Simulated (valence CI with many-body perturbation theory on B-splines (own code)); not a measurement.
**Energy levels of Cl3+**

Computed by valence CI with perturbative core correlation (CI+MBPT): four valence electrons over a frozen Dirac-Fock core [Ne], a basis of 11 s, 11 p, 10 d, 8 f, 5 g, 2 h functions for each j, with the one-electron correlation potential Σ1 (screened to all orders), the two-electron term Σ2, the three-electron term Σ3, Breit, model QED; selected single and double excitations, second order for the rest, scaled by the run's own slope (own B-spline code, finite nucleus).

Set against measurement, 24 paired levels are off by 115 cm⁻¹ on average, the worst by 405. These come from a selection out of Moore, Atomic Energy Levels, vol. I, NSRDS-NBS 35 (1971 reprint of NBS Circular 467, 1949), an old analysis. Levels without a partner in it may be off by more. Among the levels kept, up to 980 cm⁻¹ of a level comes from second order outside the variational space, and about a tenth of that is noise between levels of different J, which matters for small intervals.

Levels 91 to 135 of 172, with energies above the lowest level, 3s²3p² ³P_0. "Leading %" is the weight of the configuration and term that name the level; weights of strongly mixed levels are sums over their largest components and can fall short.

| No. | Configuration | Term | J | E (cm⁻¹) | Leading % | g | Second component |
| --- | --- | --- | --- | --- | --- | --- | --- |
| 91 | 3s3p²4s | ⁵P | 1 | 299039 | 97 | 2.503 |  |
| 92 | 3s3p²4s | ⁵P | 2 | 299560 | 97 | 1.835 |  |
| 93 | 3s²3p4d | ³P° | 2 | 299615 | 89 | 1.486 |  |
| 94 | 3s²3p4d | ³P° | 1 | 299983 | 91 | 1.482 |  |
| 95 | 3s²3p4d | ³P° | 0 | 300184 | 93 |  |  |
| 96 | 3s3p²4s | ⁵P | 3 | 300307 | 97 | 1.668 |  |
| 97 | 3s²3p4d | ¹F° | 3 | 302418 | 92 | 1.002 |  |
| 98 | 3s3p²3d | ³S | 1 | 303837 | 95 | 2.001 |  |
| 99 | 3s²3p4d | ¹P° | 1 | 304033 | 89 | 1.000 |  |
| 100 | 3s3p²3d | ³F | 2 | 304262 | 50 | 0.669 | 40 % 3s²3p4f ³F |
| 101 | 3s3p²3d | ³F | 3 | 304404 | 50 | 1.085 | 40 % 3s²3p4f ³F |
| 102 | 3s3p²3d | ³F | 4 | 304633 | 51 | 1.250 | 40 % 3s²3p4f ³F |
| 103 | 3s3p²4s | ³P | 0 | 308145 | 89 |  |  |
| 104 | 3s3p²3d | ³D | 1 | 308549 | 49 | 0.961 | 41 % 3s3p²4s ³P |
| 105 | 3s3p²4s | ³P | 1 | 308577 | 48 | 1.040 | 42 % 3s3p²3d ³D |
| 106 | 3s3p²3d | ³D | 2 | 308697 | 87 | 1.161 |  |
| 107 | 3s3p²3d | ³D | 3 | 308989 | 86 | 1.332 | 8 % 3s²3p4f ³D |
| 108 | 3s3p²4s | ³P | 2 | 309356 | 89 | 1.500 |  |
| 109 | 3s3p²3d | ¹D | 2 | 310571 | 38 | 1.006 | 31 % 3s²3d² ¹D |
| 110 | 3s²3p4f | ³D | 3 | 312203 | 45 | 1.311 | 40 % 3s3p²3d ³D |
| 111 | 3s²3p5s | ³P° | 0 | 312342 | 94 |  |  |
| 112 | 3s²3p4f | ³D | 2 | 312408 | 52 | 1.164 | 39 % 3s3p²3d ³D |
| 113 | 3s²3p4f | ³D | 1 | 312579 | 54 | 0.499 | 37 % 3s3p²3d ³D |
| 114 | 3s²3p5s | ³P° | 1 | 312600 | 83 | 1.443 | 10 % 3s²3p5s ¹P° |
| 115 | 3s²3p4f | ¹F | 3 | 313432 | 77 | 1.021 | 8 % 3s3p²3d ¹F |
| 116 | 3s²3p5s | ³P° | 2 | 313839 | 94 | 1.501 |  |
| 117 | 3s²3p5s | ¹P° | 1 | 314749 | 82 | 1.057 | 11 % 3s²3p5s ³P° |
| 118 | 3s²3p4f | ¹D | 2 | 315750 | 65 | 1.000 | 25 % 3s3p²3d ¹D |
| 119 | 3s²3p4f | ¹G | 4 | 316563 | 79 | 1.006 | 8 % 3s²3p4f ³G |
| 120 | 3s²3p4f | ³G | 3 | 317812 | 89 | 0.756 |  |
| 121 | 3s²3p4f | ³G | 4 | 318411 | 82 | 1.047 | 8 % 3s²3p4f ¹G |
| 122 | 3s²3p4f | ³G | 5 | 318871 | 91 | 1.200 |  |
| 123 | 3s²3p4f | ³F | 2 | 320968 | 50 | 0.668 | 32 % 3s3p²3d ³F |
| 124 | 3s²3p4f | ³F | 3 | 321159 | 50 | 1.081 | 33 % 3s3p²3d ³F |
| 125 | 3s²3p4f | ³F | 4 | 321422 | 49 | 1.247 | 33 % 3s3p²3d ³F |
| 126 | 3s²3p5p | ³D | 1 | 324619 | 41 | 0.691 | 33 % 3s²3p5p ¹P |
| 127 | 3s²3p5p | ³D | 2 | 325245 | 57 | 1.167 | 31 % 3s3p²4s ³D |
| 128 | 3s²3p5p | ¹P | 1 | 325452 | 54 | 0.834 | 21 % 3s²3p5p ³D |
| 129 | 3s²3p5p | ³D | 3 | 325785 | 49 | 1.334 | 39 % 3s3p²4s ³D |
| 130 | 3s²3p5p | ³P | 0 | 328470 | 87 |  |  |
| 131 | 3s²3p5p | ³P | 1 | 328472 | 47 | 1.668 | 39 % 3s²3p5p ³S |
| 132 | 3s²3p5p | ¹D | 2 | 328641 | 53 | 1.094 | 12 % 3s²3p5p ³P |
| 133 | 3s3p²3d | ³D | 3 | 329142 | 37 | 1.333 | 30 % 3s²3p4f ³D |
| 134 | 3s3p²4p | ³S° | 1 | 329201 | 94 | 2.003 |  |
| 135 | 3s²3p5p | ³S | 1 | 329282 | 28 | 1.062 | 26 % 3s3p²4s ³D |

Names give the largest LS component (configuration and term), which can be under half, so a name can repeat, a term be missing and a line seem to break the LS rules; names also repeat where a configuration has a term twice.

Where two levels of one J and parity lie close, their mixing, g and order are uncertain.
